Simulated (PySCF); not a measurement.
Co (SMILES [Co]), quartet; DF-M062X/def2-SV(P) in PySCF.

Here is a job for PySCF.
```python
from pyscf import gto, scf, dft

mol = gto.M(
    atom='''
Co    0.000000    0.000000    0.000000
''',
    basis='def2-sv(p)',
    charge=0,
    spin=3,
    verbose=4,
)

mf = dft.UKS(mol)
mf.xc = 'm062x'
mf = mf.density_fit(auxbasis='def2-universal-jkfit')
mf.kernel()
mf.analyze()
```

Task: What does PySCF print? Leave out banner, timings and long lists.

Result: 
```
PySCF version 2.14.0

[INPUT] verbose = 4
[INPUT] num. atoms = 1
[INPUT] num. electrons = 27
[INPUT] charge = 0
[INPUT] spin (= nelec alpha-beta = 2S) = 3
[INPUT] symmetry False subgroup None
[INPUT] Mole.unit = angstrom
[INPUT] Symbol           X                Y                Z      unit          X                Y                Z       unit  Magmom
[...]
nuclear repulsion = 0
number of shells = 10
number of NR pGTOs = 66
number of NR cGTOs = 24
basis = def2-sv(p)
ecp = {}

******** <class 'pyscf.df.df_jk.DFUKS'> ********
method = DFUKS
initial guess = minao
damping factor = 0
level_shift factor = 0
DIIS = <class 'pyscf.scf.diis.CDIIS'>
diis_start_cycle = 1
diis_space = 8
diis_damp = 0
SCF conv_tol = 1e-09
SCF conv_tol_grad = None
SCF max_cycles = 50
direct_scf = False
number electrons alpha = 15  beta = 12
XC library pyscf.dft.libxc version 7.1.2
    S. Lehtola, C. Steigemann, M. J. T. Oliveira, and M. A. L. Marques,  SoftwareX 7, 1–5 (2018)
XC functionals = m062x
    Y. Zhao and D. G. Truhlar,  Theor. Chem. Acc. 120, 215 (2008)
    Y. Zhao and D. G. Truhlar,  Theor. Chem. Acc. 120, 215 (2008)
radial grids:
    Treutler-Ahlrichs [JCP 102, 346 (1995); DOI:10.1063/1.469408] (M4) radial grids

becke partition: Becke, JCP 88, 2547 (1988); DOI:10.1063/1.454033
pruning grids: <function nwchem_prune>
grids dens level: 3
symmetrized grids: False
atomic radii adjust function: <function treutler_atomic_radii_adjust>
small_rho_cutoff = 0
Set gradient conv threshold to 3.16228e-05
tot grids = 20904
******** <class 'pyscf.df.df.DF'> ********
auxbasis = def2-universal-jkfit
init E= -1381.58812220805

cycle= 1 E= -1371.68158045729  delta_E= 9.91  |g|= 2.05  |ddm|= 8.03

cycle= 2 E= -1379.0277482156  delta_E= -7.35  |g|= 2.12  |ddm|= 6.36

cycle= 3 E= -1381.11660657733  delta_E= -2.09  |g|=  1.7  |ddm|= 1.19

cycle= 4 E= -1381.83982958378  delta_E= -0.723  |g|= 1.24  |ddm|= 1.36
cycle= 5 E= -1382.2610859005  delta_E= -0.421  |g|= 0.674  |ddm|= 0.959
cycle= 6 E= -1382.40273849074  delta_E= -0.142  |g|= 0.199  |ddm|= 0.369
cycle= 7 E= -1382.42136715496  delta_E= -0.0186  |g|= 0.0393  |ddm|= 0.223
cycle= 8 E= -1382.42445187275  delta_E= -0.00308  |g|= 0.0343  |ddm|= 0.0844
cycle= 9 E= -1382.42191105511  delta_E= 0.00254  |g|= 0.0277  |ddm|= 0.0879
cycle= 10 E= -1382.42274658398  delta_E= -0.000836  |g|= 0.0216  |ddm|= 0.053
cycle= 11 E= -1382.42386252278  delta_E= -0.00112  |g|= 0.0206  |ddm|= 0.039
cycle= 12 E= -1382.42944321457  delta_E= -0.00558  |g|= 0.018  |ddm|= 0.182
cycle= 13 E= -1382.43242310487  delta_E= -0.00298  |g|= 0.0214  |ddm|= 0.136
cycle= 14 E= -1382.43448103895  delta_E= -0.00206  |g|= 0.0258  |ddm|= 0.108
cycle= 15 E= -1382.43522291727  delta_E= -0.000742  |g|= 0.0238  |ddm|= 0.0707
cycle= 16 E= -1382.437765074  delta_E= -0.00254  |g|= 0.0257  |ddm|= 0.258
cycle= 17 E= -1382.43846102411  delta_E= -0.000696  |g|= 0.0318  |ddm|= 0.0446
cycle= 18 E= -1382.43804934838  delta_E= 0.000412  |g|= 0.0351  |ddm|= 0.0786
cycle= 19 E= -1382.43789620414  delta_E= 0.000153  |g|= 0.0281  |ddm|= 0.0519
cycle= 20 E= -1382.43532945672  delta_E= 0.00257  |g|= 0.0179  |ddm|= 0.218
cycle= 21 E= -1382.43699324736  delta_E= -0.00166  |g|= 0.012  |ddm|= 0.149
cycle= 22 E= -1382.43712273942  delta_E= -0.000129  |g|= 0.0137  |ddm|= 0.0294
cycle= 23 E= -1382.4368869745  delta_E= 0.000236  |g|= 0.00908  |ddm|= 0.0592
cycle= 24 E= -1382.4374400309  delta_E= -0.000553  |g|= 0.00628  |ddm|= 0.0884
cycle= 25 E= -1382.43770247769  delta_E= -0.000262  |g|= 0.00467  |ddm|= 0.0888
cycle= 26 E= -1382.43773258322  delta_E= -3.01e-05  |g|= 0.0043  |ddm|= 0.063
cycle= 27 E= -1382.43774606489  delta_E= -1.35e-05  |g|= 0.00337  |ddm|= 0.0256
cycle= 28 E= -1382.43775000917  delta_E= -3.94e-06  |g|= 0.00312  |ddm|= 0.0459
cycle= 29 E= -1382.43778830141  delta_E= -3.83e-05  |g|= 0.00243  |ddm|= 0.0357
cycle= 30 E= -1382.43785112923  delta_E= -6.28e-05  |g|= 0.00219  |ddm|= 0.0366
cycle= 31 E= -1382.43791596639  delta_E= -6.48e-05  |g|= 0.00206  |ddm|= 0.0305
cycle= 32 E= -1382.43794665664  delta_E= -3.07e-05  |g|= 0.00211  |ddm|= 0.0154
cycle= 33 E= -1382.43794423212  delta_E= 2.42e-06  |g|= 0.00211  |ddm|= 0.00201
cycle= 34 E= -1382.43788014124  delta_E= 6.41e-05  |g|= 0.002  |ddm|= 0.0402
cycle= 35 E= -1382.43786360371  delta_E= 1.65e-05  |g|= 0.00215  |ddm|= 0.00955
cycle= 36 E= -1382.43784771308  delta_E= 1.59e-05  |g|= 0.00198  |ddm|= 0.0111
cycle= 37 E= -1382.4378532764  delta_E= -5.56e-06  |g|= 0.00198  |ddm|= 0.00236
cycle= 38 E= -1382.43785675391  delta_E= -3.48e-06  |g|= 0.00197  |ddm|= 0.00695
cycle= 39 E= -1382.43787863124  delta_E= -2.19e-05  |g|= 0.00197  |ddm|= 0.00765
cycle= 40 E= -1382.43786997665  delta_E= 8.65e-06  |g|= 0.00196  |ddm|= 0.00462
cycle= 41 E= -1382.43783126165  delta_E= 3.87e-05  |g|= 0.00193  |ddm|= 0.013
cycle= 42 E= -1382.43774739437  delta_E= 8.39e-05  |g|= 0.00171  |ddm|= 0.0431
cycle= 43 E= -1382.43775564482  delta_E= -8.25e-06  |g|= 0.00162  |ddm|= 0.0282
cycle= 44 E= -1382.43775875281  delta_E= -3.11e-06  |g|= 0.00161  |ddm|= 0.00732
cycle= 45 E= -1382.43776226322  delta_E= -3.51e-06  |g|= 0.00161  |ddm|= 0.00602
cycle= 46 E= -1382.43776283114  delta_E= -5.68e-07  |g|= 0.00162  |ddm|= 0.00783
cycle= 47 E= -1382.43776811442  delta_E= -5.28e-06  |g|= 0.00162  |ddm|= 0.00728
cycle= 48 E= -1382.43776778914  delta_E= 3.25e-07  |g|= 0.00161  |ddm|= 0.00157
cycle= 49 E= -1382.43775837992  delta_E= 9.41e-06  |g|= 0.00154  |ddm|= 0.0214
cycle= 50 E= -1382.43774999876  delta_E= 8.38e-06  |g|= 0.00147  |ddm|= 0.0198
SCF not converged.
SCF energy = -1382.43774999876 after 50 cycles  <S^2> = 3.7527132  2S+1 = 4.0013564
**** SCF Summaries ****
Total Energy =                       -1382.437749998764957
Nuclear Repulsion Energy =               0.000000000000000
One-electron Energy =                -1920.094420805573009
Two-electron Energy =                  537.656670806808165
Two-electron Coulomb Energy =          597.170182751067159
DFT Exchange-Correlation Energy =      -59.513511944258973
**** MO energy ****
                             alpha | beta                alpha | beta
[...]
To work with the spin densities directly, `use mulliken_meta_spin()` only printing them here.

 ** Mulliken spin pop alpha/beta on meta-lowdin orthogonal AOs **
 ** Mulliken Spin Density (per AO)  **
spin_pop of  0 Co 1s        0.00000
spin_pop of  0 Co 2s        0.00000
spin_pop of  0 Co 3s        0.00013
spin_pop of  0 Co 4s        0.99281
spin_pop of  0 Co 5s        0.00501
spin_pop of  0 Co 2px      -0.00000
spin_pop of  0 Co 2py      -0.00000
spin_pop of  0 Co 2pz      -0.00000
spin_pop of  0 Co 3px       0.00004
spin_pop of  0 Co 3py       0.00005
spin_pop of  0 Co 3pz       0.00004
spin_pop of  0 Co 4px      -0.00004
spin_pop of  0 Co 4py      -0.00004
spin_pop of  0 Co 4pz      -0.00004
spin_pop of  0 Co 3dxy      0.83360
spin_pop of  0 Co 3dyz      0.06550
spin_pop of  0 Co 3dz^2     0.91793
spin_pop of  0 Co 3dxz      0.05867
spin_pop of  0 Co 3dx2-y2    0.13051
spin_pop of  0 Co 4dxy     -0.00018
spin_pop of  0 Co 4dyz     -0.00134
spin_pop of  0 Co 4dz^2    -0.00006
spin_pop of  0 Co 4dxz     -0.00136
spin_pop of  0 Co 4dx2-y2   -0.00123
 ** Mulliken Spin Density (per atom)  **
spin density of  0 Co =      3.00000
 ** Mulliken pop alpha/beta on meta-lowdin orthogonal AOs **
 ** Mulliken pop       alpha | beta **
[...]
In total            15.00000 | 12.00000
 ** Mulliken atomic charges   ( Nelec_alpha | Nelec_beta ) **
charge of  0Co =      0.00000  (    15.00000     12.00000 )
Dipole moment(X, Y, Z, Debye): -0.00000, -0.00000, -0.00000
```

The run did not converge; its last values are not results.
